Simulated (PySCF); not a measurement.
## Low-lying terms of Cu¹⁷⁺ (copper, charge +17)

Ground state [Ne] 3s2, ¹S. Calculation: PySCF 2.14, in an even-tempered Gaussian basis (20 s from 0.24 bohr⁻², ratio 2.5; 13 p from 0.32 bohr⁻², ratio 2.5; 8 d from 0.401 bohr⁻², ratio 2.7; 4 f from 12 bohr⁻², ratio 2.7); the spin-free X2C one-electron Hamiltonian (Gaussian nucleus). Vertical excitation energies in eV without spin-orbit coupling; excited terms of each kind are numbered among those the solver found. Frozen: 1s2.

```csv
term,leading excitation,EOM-EE-CCSD
1 3P°,3s → p,37.652
1 1P°,3s → p,52.988
1 3D,3s → d,102.37
1 1D,3s → d,115.03
1 3S,3s → s,300.31
1 1S,3s → s,303.85
2 3P°,3s → p,319.27
2 3D,3s → d,341.67
2 1D,3s → d,342.10
```

Doubly excited terms such as np² are absent. The solver can miss terms. The 22 highest virtual orbitals were dropped.
